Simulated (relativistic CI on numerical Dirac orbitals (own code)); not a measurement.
## As⁶⁺: sensitivity of the levels to the model

Base calculation: Dirac-Coulomb-Breit CI, KLI orbitals optimised for each configuration, model QED (radiative potential, 1s self-energy scaled to tabulated hydrogen-like ionisation energies), unscaled Slater integrals.

CI space (outside the closed core [Ne]): 3s²3p⁶3d⁹, 3s²3p⁶3d⁸4s, 3s²3p⁵3d¹⁰, 3s²3p⁶3d⁸4p, 3s²3p⁶3d⁸4d, 3s3p⁶3d¹⁰, 3s²3p⁶3d⁸5s, 3s²3p⁶3d⁸5p, 3s²3p⁶3d⁸4f, 3s²3p⁶3d⁷4s², 3s²3p⁶3d⁸5d, 3s²3p⁶3d⁸6s, 3s²3p⁶3d⁸6p, 3s²3p⁶3d⁸5f, 3s²3p⁶3d⁸5g, 3s²3p⁶3d⁸6d, 3s²3p⁶3d⁷4s4p, 3s²3p⁶3d⁷4p², 3s²3p⁶3d⁷4s4d, 3s²3p⁵3d⁹4s, 3s²3p⁶3d⁷4p4d, 3s²3p⁵3d⁹4p. Levels of other configurations are missing.

The lowest level and the first level of each name with at least 55 % of one term (blank where a level has no safe partner in the second run):

| Level | Base (cm⁻¹) | Shift (cm⁻¹) |
| --- | --- | --- |
| 3s²3p⁶3d⁹ ²D5/2 | 0 | 0 |
| 3s²3p⁶3d⁹ ²D3/2 | 5639 | -35 |
| 3s²3p⁶3d⁸4s ⁴F9/2 | 398789 | +4777 |
| 3s²3p⁶3d⁸4s ⁴F7/2 | 401907 | +4862 |
| 3s²3p⁶3d⁸4s ⁴F5/2 | 404902 | +4940 |
| 3s²3p⁶3d⁸4s ⁴F3/2 | 406824 | +4976 |
| 3s²3p⁶3d⁸4s ²F7/2 | 410093 | +5069 |
| 3s²3p⁶3d⁸4s ²F5/2 | 414957 | +5168 |
| 3s²3p⁶3d⁸4s ⁴P5/2 | 429018 | +4606 |
| 3s²3p⁶3d⁸4s ²D3/2 | 430972 | +4671 |
| 3s²3p⁶3d⁸4s ⁴P3/2 | 434934 | +4726 |
| 3s²3p⁶3d⁸4s ⁴P1/2 | 435036 | +4696 |
| 3s²3p⁶3d⁸4s ²P3/2 | 443229 | +4939 |
| 3s²3p⁶3d⁸4s ²P1/2 | 444654 | +4953 |

At this charge configurations can still be misplaced by up to about 7 % of their energy.

Question: One thing was changed in a second run, which moved the levels as shown. Which?
A. QED terms removed
B. one mean potential for all configurations
C. Breit term removed
D. non-relativistic limit
E. configuration mixing switched off

Answer: B. One mean potential for all configurations. One potential for all configurations removes the relaxation of the orbitals, which moves whole configurations and changes the integrals a little.

LS names give the leading component of a level, which can be under half, so a name can repeat, a term be missing and a line seem to break the LS rules.
